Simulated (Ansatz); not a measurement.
`C[SiH2]N` + `PS` → `C[SiH2]SP` + NH₃ at 400 K and 1 bar (ligand exchange at the Si–N bond).

Program: Ansatz. Geometries: PBE0-D4/def2-TZVP. ΔE: electronic, gas phase. CCSD(T)/CBS adds triple-zeta CCSD(T) − MP2 to the extrapolated MP2 energy (def2 sets, frozen cores). This one scheme is used for every species. One conformer a species, not always the lowest.

```json
{"species": "`C[SiH2]N`", "CCSD(T)/CBS energy (Eh)": "-386.08232", "H − E (kJ/mol)": "236.0", "S (J/(mol·K))": "334.0"}
{"species": "`PS`", "CCSD(T)/CBS energy (Eh)": "-740.51379", "H − E (kJ/mol)": "89.7", "S (J/(mol·K))": "283.7"}
{"species": "`C[SiH2]SP`", "CCSD(T)/CBS energy (Eh)": "-1070.09506", "H − E (kJ/mol)": "229.1", "S (J/(mol·K))": "394.4"}
{"species": "NH₃", "CCSD(T)/CBS energy (Eh)": "-56.50880", "H − E (kJ/mol)": "104.2", "S (J/(mol·K))": "203.1"}
```

H − E and S are ideal-gas, rigid-rotor, harmonic terms from PBE0-D4/def2-TZVP, for one conformer and one mirror image of each species. 1 Eh = 2625.50 kJ/mol, R = 8.31446 J/(mol·K).

Q: By hand: ΔE, ΔH, ΔS and ΔG.

A: ΔE = (-1070.09506) + (-56.50880) − (-386.08232) − (-740.51379) = -0.00775 Eh = -20.3 kJ/mol. Δ(H − E) = 229.1 + 104.2 − 236.0 − 89.7 = 7.6, so ΔH = -12.7 kJ/mol. ΔS = 394.4 + 203.1 − 334.0 − 283.7 = -20.2 J/(mol·K). ΔG = -12.7 − 400 × (-20.2)/1000 = -4.6 kJ/mol.

Q: By hand: the equilibrium constant, and the temperature at which ΔG would vanish if ΔH and ΔS stayed fixed.

A: log₁₀ K = −ΔG/(RT ln 10) = 0.6. ΔG = 0 at ΔH/ΔS = 629 K.

TΔS isn't small against ΔH here. The sign of ΔG lies within the doubt. A doubt of 5 kJ/mol in ΔE shifts log₁₀ K by 0.7 here. Other conformers and mirror images would add mixing entropy, several J/(mol·K) or more a flexible species. These are equilibria of isolated gas molecules and say nothing of rates. Largest T1 diagnostic: 0.012 (customary marks: 0.02 for closed shells, 0.045 for open ones).
